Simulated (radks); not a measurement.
Excited configurations of Co+: one electron is placed in a higher orbital outside [Ar] 3d7. The ground configuration is [Ar] 3d8. Method: scalar-relativistic Kohn-Sham, r2SCAN, spin-polarised, spherical densities, finite nucleus; open shells are filled with parallel spins first; meta-GGA in the generalised Kohn-Sham scheme; Fermi nuclear charge, rms radius 3.7875 fm; computed with a radial shooting solver on a logarithmic mesh with Libxc functionals. Excitation = E - E(ground); binding = E(ion) - E, where the ion is the core of charge +2; n* = 2/sqrt(2 binding) in atomic units, and the quantum defect is n - n*.

[
 {"outer orbital": "4s", "excitation (eV)": "0.266", "binding (eV)": "17.204", "n*": "1.779", "quantum defect": "2.221", "eigenvalue (eV)": "-13.801"},
 {"outer orbital": "4p", "excitation (eV)": "6.021", "binding (eV)": "11.450", "n*": "2.180", "quantum defect": "1.820", "eigenvalue (eV)": "-8.640"},
 {"outer orbital": "5s", "excitation (eV)": "10.439", "binding (eV)": "7.031", "n*": "2.782", "quantum defect": "2.218", "eigenvalue (eV)": "-5.626"},
 {"outer orbital": "5p", "excitation (eV)": "12.027", "binding (eV)": "5.444", "n*": "3.162", "quantum defect": "1.838", "eigenvalue (eV)": "-4.314"},
 {"outer orbital": "5d", "excitation (eV)": "14.058", "binding (eV)": "3.412", "n*": "3.994", "quantum defect": "1.006", "eigenvalue (eV)": "-2.622"},
 {"outer orbital": "6s", "excitation (eV)": "13.628", "binding (eV)": "3.842", "n*": "3.764", "quantum defect": "2.236", "eigenvalue (eV)": "-3.119"},
 {"outer orbital": "6d", "excitation (eV)": "15.237", "binding (eV)": "2.234", "n*": "4.936", "quantum defect": "1.064", "eigenvalue (eV)": "-1.765"},
 {"outer orbital": "7s", "excitation (eV)": "15.048", "binding (eV)": "2.423", "n*": "4.740", "quantum defect": "2.260", "eigenvalue (eV)": "-1.974"},
 {"outer orbital": "7p", "excitation (eV)": "15.367", "binding (eV)": "2.103", "n*": "5.087", "quantum defect": "1.913", "eigenvalue (eV)": "-1.706"},
 {"outer orbital": "7f", "excitation (eV)": "16.286", "binding (eV)": "1.184", "n*": "6.778", "quantum defect": "0.222", "eigenvalue (eV)": "-0.951"}
]

The Delta-SCF ionisation energy is 17.470 eV (NIST Atomic Spectra Database: 17.084 eV, measured). Self-interaction in the functional shifts the binding energies and quantum defects, so they are the method's values and not measured ones. Open shells are spherical and high-spin; term and fine-structure splittings are not resolved.
